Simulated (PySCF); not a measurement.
B2H4, SMILES BB. The structure is a stationary point at PBE-D3(BJ)/def2-TZVP.

All values below come from PySCF with PBE-D3(BJ)/def2-TZVP.

Harmonic wavenumbers (cm⁻¹): 334, 334, 591, 875, 952, 952, 1070, 1145, 2491, 2511, 2558, 2558. Rotational constants (GHz): 120.6, 20.37, 20.37; symmetry number 4.

Problem. Work out the zero-point energy and the ideal-gas rigid-rotor harmonic-oscillator thermochemistry at 298.15 K and 1 atm.

Solution. ZPE = ½ Σ hcν = ½ × 16373 cm⁻¹ = 97.93 kJ/mol. H − E(el) = 110.79 kJ/mol. Entropy in J/(mol K): translation 149.21, rotation 69.65, vibration 14.43, total 233.29. G − E(el) = 41.24 kJ/mol. Cp = 59.29 J/(mol K).
